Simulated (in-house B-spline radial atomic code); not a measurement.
Successive ionisation energies of bismuth; each step leads to the configuration of the next row (after the last: [Xe] 4f14 5d10). Dirac energy differences include first-order Breit, QED and recoil terms. NIST's values go from ground level to ground level; the uncertainty of those that are theory runs from under 0.1 % in few-electron ions to several per cent in heavy many-electron ones. Computed with a radial B-spline atomic code at the basis-set limit: Dirac-Hartree-Fock, jj configuration that fills j = l - 1/2 first, finite nuclei.

A number in brackets counts the electrons of a j subshell.

```tsv
ion	configuration	ionisation energy (eV)	tabulated value (eV)	tabulated kind	computed minus tabulated (eV)	highest orbital	largest mean radius (bohr)
Bi	[Xe] 4f14 5d10 6s2 6p1/2(2) 6p3/2(1)	6.48	7.285516	measured	-0.81	6p3/2	3.2466
Bi+	[Xe] 4f14 5d10 6s2 6p1/2(2)	?	?	measured	?	?	?
Bi2+	[Xe] 4f14 5d10 6s2 6p1/2(1)	24.82	25.57075	measured	-0.75	6p1/2	2.4788
Bi3+	[Xe] 4f14 5d10 6s2	?	?	measured	?	?	?
Bi4+	[Xe] 4f14 5d10 6s1	54.18	54.856	measured	-0.67	6s1/2	1.991
```

Q: Fill in the row of Bi+.

A: ionisation energy (eV): 15.66; tabulated value (eV): 16.703; computed minus tabulated (eV): -1.04; highest orbital: 6p1/2; largest mean radius (bohr): 2.6383.

Q: Fill in the row of Bi3+.

A: ionisation energy (eV): 42.56; tabulated value (eV): 45.37; computed minus tabulated (eV): -2.81; highest orbital: 6s1/2; largest mean radius (bohr): 2.058.

Q: Where is the largest jump?

A: From Bi to Bi+, by a factor of 2.42 (6.4777 to 15.658 eV); the highest orbital goes from 6p3/2 to 6p1/2.

Q: How far is this level of theory from the measured and semi-empirical values?

A: Over those 5 rows the differences run from -2.81 to -0.672 eV (mean absolute value 1.2 eV). The calculation leaves out correlation and, in open shells, the multiplet splittings that an average leaves out.
